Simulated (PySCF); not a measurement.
A PySCF script (with the pyscf-properties extension) for the NMR shieldings of SMILES C#CC[Si@@](C)(C#N)NC=O, C$_{6}$H$_{8}$N$_{2}$OSi, on a GFN2-xTB geometry:

```python
import basis_set_exchange as bse
import numpy as np
from pyscf import gto, dft
from pyscf.prop import nmr

atoms = """
C     2.336750   -2.331189   -0.115067
C     1.937093   -1.267570    0.261237
C     1.423666    0.011554    0.695098
Si   -0.099448    0.536061   -0.334829
C    -0.825387    2.224811    0.123392
C     0.363210    0.517117   -2.152997
N     0.658062    0.533742   -3.259061
N    -1.315624   -0.747224   -0.315803
C    -1.867749   -1.035769    0.874142
O    -1.581107   -0.429534    1.876867
H     2.712330   -3.259203   -0.426932
H     2.217184    0.757786    0.616414
H     1.136545   -0.061083    1.746267
H    -0.090216    3.015883    0.006920
H    -1.161574    2.225601    1.155895
H    -1.678098    2.470137   -0.503984
H    -1.572143   -1.296089   -1.120283
H    -2.602253   -1.858712    0.861067
"""
names = dict.fromkeys(["C", "Si", "N", "O", "H"], "pcSseg-1")
basis = {el: gto.basis.parse(bse.get_basis(n, elements=[el], fmt="nwchem")) for el, n in names.items()}
mol = gto.M(atom=atoms, basis=basis, charge=0, verbose=0)
mf = dft.RKS(mol, xc="PBE0")
mf.grids.level = 2
mf.grids.alignment = dft.numint.BLKSIZE   # the property module wants whole blocks of grid points
mf.conv_tol = 1e-9
mf.kernel()

calc = nmr.RKS(mf)   # GIAO
C = mf.mo_coeff
Co = C[:, mf.mo_occ > 0]
resp = mf.gen_response(singlet=True, hermi=2)
def vind(x):   # induced exchange potential for any number of trial vectors
    d = np.einsum("pi,xij,qj->xpq", C, 2 * x.reshape(-1, C.shape[1], Co.shape[1]), Co, optimize=True)
    return np.einsum("xpq,pi,qj->xij", resp(d - d.transpose(0, 2, 1)), C, Co, optimize=True).ravel()
mo1, _ = nmr.rhf.solve_mo1(calc, with_cphf=vind)
sigma = calc.kernel(mo1)
for i, s in enumerate(sigma):   # ppm
    w = np.linalg.eigvalsh((s + s.T) / 2)
    print("%2d %-2s iso %8.1f  s11 %8.1f  s22 %8.1f  s33 %8.1f" % (i, mol.atom_pure_symbol(i), w.mean(), *w))
```

Problem. What are the results?

Solution. 
```
 0 C  iso    111.2  s11     36.1  s22     38.1  s33    259.2
 1 C  iso    104.6  s11      7.9  s22     12.5  s33    293.4
 2 C  iso    179.9  s11    166.5  s22    175.6  s33    197.5
 3 Si iso    371.7  s11    315.0  s22    367.5  s33    432.6
 4 C  iso    186.7  s11    177.8  s22    185.8  s33    196.5
 5 C  iso     61.0  s11    -53.2  s22    -52.2  s33    288.4
 6 N  iso    -92.5  s11   -290.7  s22   -289.0  s33    302.1
 7 N  iso    136.3  s11     34.7  s22    153.1  s33    221.1
 8 C  iso     17.4  s11    -71.4  s22     26.6  s33     97.1
 9 O  iso   -110.4  s11   -398.0  s22   -229.9  s33    296.6
10 H  iso     30.3  s11     24.7  s22     25.1  s33     41.1
11 H  iso     29.9  s11     24.6  s22     28.9  s33     36.3
12 H  iso     29.0  s11     24.5  s22     27.4  s33     35.0
13 H  iso     31.4  s11     27.1  s22     28.6  s33     38.5
14 H  iso     30.4  s11     25.1  s22     29.1  s33     37.1
15 H  iso     31.1  s11     26.8  s22     28.2  s33     38.3
16 H  iso     26.8  s11     23.0  s22     26.2  s33     31.2
17 H  iso     23.3  s11     19.7  s22     22.2  s33     27.8
```

These numbers come from an equivalent density-fitted implementation of the same equations, which agrees with the script to about 0.01 ppm for H and up to a few tenths of a ppm for heavy atoms, so last digits may differ.

Problem. Turn these shieldings into chemical shifts. Shifts are taken against calculated references (same method and geometry level): ¹³C (186.93 ppm) and ²⁹Si (349.16 ppm) and ¹H (31.72 ppm) against TMS; ¹⁵N (267.73 ppm) against NH3; ¹⁷O (336.08 ppm) against H2O.

Solution. Averaging equivalent atoms: C 8: 169.5; C 5: 125.9; C 1: 82.3; C 0: 75.8; C 2: 7.1; C 4: 0.2; Si 3: -22.6; N 6: 360.3; N 7: 131.4; O 9: 446.5; H 17: 8.45; H 16: 4.93; H 12: 2.73; H 11: 1.80; H 10: 1.37; H 13/14/15: 0.73 ppm. Unscaled 17O shifts of doubly bonded oxygen tend to come out too high, by tens of ppm or more. Experimental scales use liquid or dissolved standards, which lie at an offset from isolated NH3 (liquid NH3: subtract about 20 ppm) and H2O (liquid H2O: subtract about 36 ppm). Unscaled 15N shifts of sp2 nitrogen come out 20 to 40 ppm too high even then.

Size and cost of the density-fitted run: 217 basis functions, 85 s wall time on 1 thread of an Arm Neoverse N1, shared host; peak memory 1 GiB.
